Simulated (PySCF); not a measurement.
The multiplicity is imposed and other spin states were not computed.

Cartesian coordinates (Å):
```xyz
10

Zn     0.0183     0.1070    -0.1560
O     -1.4908    -0.8432    -0.0057
C     -2.7776    -0.4024    -0.3479
H     -3.1231     0.4909     0.2351
H     -3.5162    -1.2139    -0.1405
H     -2.8963    -0.1416    -1.4320
C      1.7403     0.9674    -0.2363
H      2.5343     0.2736     0.1108
H      1.7640     1.8696     0.4093
H      1.9825     1.2773    -1.2740
```
Charge 0, spin multiplicity 1.

Estimate the charge on the central atom (Mulliken), HOMO and charge on the central atom (meta-Löwdin) that TPSSh-D3(BJ)/def2-TZVP // BP86-D3(BJ)/def2-SVP run with PySCF returns for this input.


```json
{
  "charge on the central atom (Mulliken)": "0.44 e",
  "HOMO": "-6.30 eV",
  "charge on the central atom (meta-Löwdin)": "1.14 e"
}
```
